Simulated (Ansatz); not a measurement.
Start from `F[Si](Cl)(Cl)S[SiH2]Cl` and change one atom or group to get `F[Si](Cl)(Cl)[GeH3]`.

Ansatz, PBE0-D4/def2-TZVP geometries, multiplicity 1. Each molecule was computed in one conformer, which needn't be the lowest.

Scalar relativity is left out up to krypton.

```json
{"property": "HOMO energy (ωB97M-V/def2-TZVPP) / eV", "`F[Si](Cl)(Cl)S[SiH2]Cl`": "-10.62"}
{"property": "LUMO energy (B3LYP/def2-TZVPP) / eV", "`F[Si](Cl)(Cl)S[SiH2]Cl`": "-0.70"}
{"property": "LUMO energy (PBE/def2-TZVPP) / eV", "`F[Si](Cl)(Cl)S[SiH2]Cl`": "-1.44"}
{"property": "HOMO–LUMO gap (B3LYP/def2-TZVPP) / eV", "`F[Si](Cl)(Cl)S[SiH2]Cl`": "7.48"}
{"property": "HOMO energy (PBE0/def2-TZVPP) / eV", "`F[Si](Cl)(Cl)S[SiH2]Cl`": "-8.47"}
{"property": "HOMO–LUMO gap (PBE0/def2-TZVPP) / eV", "`F[Si](Cl)(Cl)S[SiH2]Cl`": "7.99"}
```

(1) What does the change do to each property? (Best estimate.)

Results:

(1) The calculation gave: 
```json
{"property": "HOMO energy (ωB97M-V/def2-TZVPP) / eV", "`F[Si](Cl)(Cl)[GeH3]`": "-10.70", "shift": "-0.08"}
{"property": "LUMO energy (B3LYP/def2-TZVPP) / eV", "`F[Si](Cl)(Cl)[GeH3]`": "-0.57", "shift": "0.13"}
{"property": "LUMO energy (PBE/def2-TZVPP) / eV", "`F[Si](Cl)(Cl)[GeH3]`": "-1.25", "shift": "0.19"}
{"property": "HOMO–LUMO gap (B3LYP/def2-TZVPP) / eV", "`F[Si](Cl)(Cl)[GeH3]`": "7.90", "shift": "0.42"}
{"property": "HOMO energy (PBE0/def2-TZVPP) / eV", "`F[Si](Cl)(Cl)[GeH3]`": "-8.68", "shift": "-0.21"}
{"property": "HOMO–LUMO gap (PBE0/def2-TZVPP) / eV", "`F[Si](Cl)(Cl)[GeH3]`": "8.28", "shift": "0.29"}
```

With PBE0 the HOMO falls by 0.21 eV and the LUMO rises by 0.07 eV, so the gap widens by about 0.28 eV. PBE moves the HOMO by -0.27 eV and ωB97M-V by -0.08 eV.

B3LYP here is the variant with VWN-RPA as its local correlation; programs differ in this.
